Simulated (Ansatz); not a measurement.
Calculated with Ansatz (gas phase, PBE0-D4/def2-TZVP geometries, no zero-point term in ΔE). CCSD(T)/CBS is the MP2 limit (def2-TZVPP, def2-QZVPP) plus CCSD(T) − MP2 in def2-TZVPP, frozen cores. This one scheme is used for every species. Double bonds are as drawn, so ΔE can hold a change between cis and trans. Functionals use def2-TZVPP. One conformer a species, not always the lowest.

Consider the formal exchange of groups at a C–F bond: `F/C=C(\F)CF` + SiH₄ → `F/C=C(\[SiH3])CF` + H–F.

`F/C=C(\F)CF`:

Z-matrix (Å, degrees):
```
C
F 1 1.372
C 1 1.489 2 110.6
H 1 1.096 2 108.8 3 -121.0
H 1 1.096 2 108.8 3 121.0
C 3 1.321 1 125.9 2 -0.1
F 3 1.336 1 112.3 2 179.9
F 6 1.331 3 121.8 1 -180.0
H 6 1.080 3 122.8 1 -0.1
```

SiH₄:

Cartesian coordinates in Å:
```
Si 0.000 0.000 0.000
H -1.036 -0.885 0.590
H 0.307 1.102 0.946
H -0.503 0.569 -1.276
H 1.232 -0.786 -0.261
```

`F/C=C(\[SiH3])CF`:

Cartesian coordinates in Å:
```
F -0.417 -1.886 -1.531
C 0.517 -1.179 -0.879
C 0.186 -0.159 -0.107
Si -1.610 0.331 0.099
C 1.241 0.616 0.612
F 2.508 0.131 0.357
H 1.518 -1.548 -1.069
H -2.205 0.730 -1.200
H -2.400 -0.778 0.688
H -1.644 1.496 1.025
H 1.223 1.670 0.309
H 1.083 0.576 1.696
```

H–F:

Z-matrix (Å, degrees):
```
F
H 1 0.920
```

Is it downhill or uphill in electronic energy at CCSD(T)/CBS, and by how much? (Estimate.)

The calculation gave: Downhill: ΔE = -102.3 kJ/mol.

What do these levels give: r2SCAN-D4, PBE0-D4, r2SCAN, PBE0, HF/def2-TZVPP, MP2/def2-TZVPP, CCSD/def2-TZVPP, CCSD(T)/def2-TZVPP, HF/def2-QZVPP, MP2/def2-QZVPP, HF/CBS(def2), CCSD/CBS(def2)? (An estimate is asked.)

Ansatz gave: r2SCAN-D4 -86.0, PBE0-D4 -90.2, r2SCAN -84.3, PBE0 -84.4, HF/def2-TZVPP -68.9, MP2/def2-TZVPP -110.2, CCSD/def2-TZVPP -92.4, CCSD(T)/def2-TZVPP -95.5, HF/def2-QZVPP -68.8, MP2/def2-QZVPP -114.1, HF/CBS(def2) -68.8, CCSD/CBS(def2) -99.2 kJ/mol.

Largest T1 diagnostic among the species: 0.012.

From PBE to PBE0 (25 % exact exchange), in def2-TZVPP and without D4, ΔE moves by −4.1 kJ/mol. In def2-TZVPP, CCSD(T) changes the Hartree–Fock value by −26.6 kJ/mol (the triples alone add −3.2 kJ/mol) and MP2 by −41.3 kJ/mol.
